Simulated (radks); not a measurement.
The numbers below are computed, except where a source is named.
All-electron atom: the neodymium ion Nd8+ in [Kr] 4d10 4f2 5s2 5p1 6d1 (not the ground configuration).

Level of theory: scalar-relativistic Kohn-Sham, PBEsol, spin-polarised, spherical densities, finite nucleus; open shells are filled with parallel spins first (spin-orbit coupling, left out, can overturn this in heavy ions); Fermi nuclear charge, rms radius 4.9123 fm (a radial shooting solver on a logarithmic mesh with Libxc functionals).

Energy parts (hartree):
total: -9601.1324
kinetic: 10218.2678
electron-nucleus: -23075.1856
Hartree: 3469.8676
exchange-correlation: -214.0822

Orbitals (lengths in bohr, moments of r in powers of bohr; <r^-3> diverges for s and p1/2):
orbital  occ.  eigenvalue (hartree)   <1/r>  <r^-3>
1s up       1             -1599.008   66.02       -
1s down     1             -1599.004   66.02       -
2s up       1             -262.7088   15.25       -
2s down     1             -262.7050   15.25       -
2p up       3             -235.4128   14.38    9012
2p down     3             -235.4083   14.38    9012
3s up       1             -60.81215   5.559       -
3s down     1             -60.77960   5.561       -
3p up       3             -52.20127   5.254    1834
3p down     3             -52.16845   5.256    1836
3d up       5             -40.23758   4.986   250.4
3d down     5             -40.21096   4.988   250.7
4s up       1             -15.88899   2.343       -
4s down     1             -15.80927   2.343       -
4p up       3             -13.04554   2.165   408.2
4p down     3             -12.96539   2.165   408.1
4d up       5              -8.99146   1.912   46.91
4d down     5              -8.90863   1.913   46.97
4f up       2              -4.58926   1.496   6.862
4f down     0              -4.49767   1.501   6.916
5s up       1              -5.54190   1.032       -
5s down     1              -5.43027   1.030       -
5p up       1              -4.67281  0.9372   89.77
5p down     0              -4.56616  0.9314   88.56
6d up       1              -1.95311  0.4385   3.520

The highest occupied level is 6d up at -53.147 eV. The configuration is held as typed, so some empty levels lie below it. The density falls to 0.001 e/bohr^3 at r = 4.13 bohr.
